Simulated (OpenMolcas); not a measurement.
# Cu2+ in a point-charge field

Cu2+ among 3 point charges of -2.5 e arranged as a planar triangle (D3h), 1.96 Å from the ion.

```json
{"Program": "OpenMolcas", "Method": "CASSCF", "Basis": "ANO-RCC-VDZP [5s4p2d1f]", "Scalar Hamiltonian": "DKH2, point nucleus", "Active space": "9 electrons in 5 orbitals (3d)", "State averaging": "2S+1 = 2 even, 5 roots", "Spin-orbit coupling": "RASSI with atomic mean-field integrals over the reference wave functions"}
```

The lowest spin-free states (labels of D3, the rotations of D3h), above the lowest:

| State | Degeneracy | E (cm-1) | Free-ion L (%) |
| --- | --- | --- | --- |
| 2E | 2 | 0.0 | D (100) |
| 2E | 2 | 8983 | D (100) |
| 2A1 | 1 | 12044 | D (100) |

The lowest levels with spin-orbit coupling:

```csv
E (cm-1),Degeneracy,Label,2S+1,g
0.0,2,E1/2,2,0.00 0.00 5.98
1647,2,E3/2,2,0.00 0.00 2.00
9530,2,E3/2,2,0.00 0.00 3.98
9935,2,E1/2,2,0.20 1.67 1.67
13250,2,E1/2,2,0.33 0.33 1.80
```

Powder χT (cm3 K/mol): 1.12 at 2 K, 1.12 at 10 K, 1.13 at 50 K, 1.15 at 100 K, 1.18 at 200 K, 1.2 at 300 K. The effective moment at 300 K is 2.828 √(χT) = 3.10 μB.

The lowest level has 2S+1 = 2, for which the spin-only value is χT = S(S+1) / 2 = 0.375 cm3 K/mol (g = 2). The computed 1.205 at 300 K differs by +0.830, through orbital momentum, spin-orbit coupling and any other state in reach.

An orbital doublet at a regular site is open to a Jahn-Teller distortion, which this geometry leaves out. Point charges carry no covalency, so the field is a model and not that of real ligands. No measured value stands beside these numbers.
